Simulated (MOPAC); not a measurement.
MOPAC input (AM1):

```
AM1 1SCF UHF MS=0.5 GEO-OK AUX(PRECISION=9) THREADS=1
C3H2F3

H     3.17390800 1   -0.44453700 1   -0.13328900 1
C     2.10824700 1   -0.39349900 1    0.01246700 1
C     1.08476600 1    0.25353900 1   -0.46252300 1
C    -0.32681600 1    0.05037900 1    0.00898800 1
F    -1.12081400 1   -0.33631300 1   -1.01310700 1
F    -0.84206400 1    1.20461300 1    0.48533400 1
F    -0.43177400 1   -0.87052000 1    0.97552400 1
H     1.18077400 1    1.00199700 1   -1.25006100 1
```

From the output:

```
                                                       MOPAC v23.2.5 Linux

          FINAL HEAT OF FORMATION =        -91.40310 KCAL/MOL =    -382.43058 KJ/MOL

          COSMO AREA              =        110.06 SQUARE ANGSTROMS
          COSMO VOLUME            =         95.96 CUBIC ANGSTROMS

          IONIZATION POTENTIAL    =         10.868821 EV
          ALPHA SOMO LUMO (EV)    =        -10.869  0.190
          BETA  SOMO LUMO (EV)    =        -11.753 -0.168
          NO. OF ALPHA ELECTRONS  =         18
          NO. OF BETA  ELECTRONS  =         17
          MOLECULAR WEIGHT        =         95.0440         POINT GROUP:  Cs

          MOLECULAR DIMENSIONS (Angstroms)

            Atom       Atom       Distance
            F     5    H     1     4.38525
            H     8    F     7     3.14314
            F     6    H     1     2.09197

          SCF CALCULATIONS        =          1

   ATOM   CHEMICAL          X               Y               Z
  NUMBER   SYMBOL      (ANGSTROMS)     (ANGSTROMS)     (ANGSTROMS)

     1       H          3.17390800  *  -0.44453700  *  -0.13328900  *
     2       C          2.10824700  *  -0.39349900  *   0.01246700  *
     3       C          1.08476600  *   0.25353900  *  -0.46252300  *
     4       C         -0.32681600  *   0.05037900  *   0.00898800  *
     5       F         -1.12081400  *  -0.33631300  *  -1.01310700  *
     6       F         -0.84206400  *   1.20461300  *   0.48533400  *
     7       F         -0.43177400  *  -0.87052000  *   0.97552400  *
     8       H          1.18077400  *   1.00199700  *  -1.25006100  *

                             CARTESIAN COORDINATES

   1    H        3.173908000    -0.444537000    -0.133289000
   2    C        2.108247000    -0.393499000     0.012467000
   3    C        1.084766000     0.253539000    -0.462523000
   4    C       -0.326816000     0.050379000     0.008988000
   5    F       -1.120814000    -0.336313000    -1.013107000
   6    F       -0.842064000     1.204613000     0.485334000
   7    F       -0.431774000    -0.870520000     0.975524000
   8    H        1.180774000     1.001997000    -1.250061000

           Empirical Formula: C3 H2 F3  =     8 atoms

      MOLECULAR POINT GROUP   :   Cs

          ALPHA EIGENVALUES
 -52.62757 -49.32623 -49.11326 -34.86037 -27.17624 -22.31393 -19.86231 -19.70966
 -18.27214 -16.30257 -15.48586 -15.26464 -14.84161 -14.58849 -14.55854 -13.38530
 -11.94030 -10.86882   0.18964   1.90647   3.08192   3.33276   3.70834   3.78746
   4.04451   4.73104

           BETA EIGENVALUES
 -52.62562 -49.32048 -49.12245 -34.47383 -26.62986 -21.85194 -19.82402 -19.72627
 -17.81829 -16.02685 -15.48632 -15.16612 -14.84437 -14.59280 -14.56466 -13.18526
 -11.75323  -0.16797   0.83695   1.96737   3.28042   3.40935   3.70616   4.06684
   4.14115   5.23599

              NET ATOMIC CHARGES AND DIPOLE CONTRIBUTIONS

  ATOM NO.   TYPE          CHARGE      No. of ELECS.   s-Pop       p-Pop
    1          H           0.186124        0.8139     0.81388
    2          C          -0.093479        4.0935     1.34425     2.74922
    3          C          -0.279997        4.2800     1.22879     3.05120
    4          C           0.494564        3.5054     1.14887     2.35656
    5          F          -0.163542        7.1635     1.91930     5.24424
    6          F          -0.163542        7.1635     1.91930     5.24424
    7          F          -0.152836        7.1528     1.91559     5.23725
    8          H           0.172709        0.8273     0.82729
 DIPOLE           X         Y         Z       TOTAL
 POINT-CHG.     2.494     0.346    -0.820     2.648
 HYBRID         0.067     0.172    -0.189     0.264
 SUM            2.561     0.518    -1.009     2.800

          ATOMIC ORBITAL ELECTRON POPULATIONS

     Atom    s        px        py        pz
    1  H   0.81388
    2  C   1.34425   0.95784   0.89468   0.89671
    3  C   1.22879   0.93638   1.05772   1.05711
    4  C   1.14887   0.86121   0.74284   0.75252
    5  F   1.91930   1.73998   1.90591   1.59835
    6  F   1.91930   1.86781   1.49708   1.87935
    7  F   1.91559   1.95746   1.65528   1.62452
    8  H   0.82729

                    (SZ)    =    0.500000
                    (S**2)  =    0.860844

          ATOMIC ORBITAL SPIN POPULATIONS

    Atom   Total    s     px     py     pz
         Atomic
    1  H -0.0233 -0.023
    2  C  1.3038  0.136  0.125  0.488  0.556
    3  C -0.4226 -0.030 -0.043 -0.177 -0.172
    4  C  0.0533  0.015  0.031  0.003  0.005
    5  F -0.0023 -0.000  0.000 -0.000 -0.002
    6  F -0.0023 -0.000  0.001 -0.003 -0.000
    7  F  0.0026 -0.000  0.002 -0.000  0.001
    8  H  0.0908  0.091

 **********************
 *                    *
 * JOB ENDED NORMALLY *
 *                    *
 **********************

 == MOPAC DONE ==
```

The geometry given is a B3LYP-D3(BJ)/def2-TZVP minimum.

The determinant is spin-contaminated: <S^2> is 0.86 against 0.75 for a pure state.
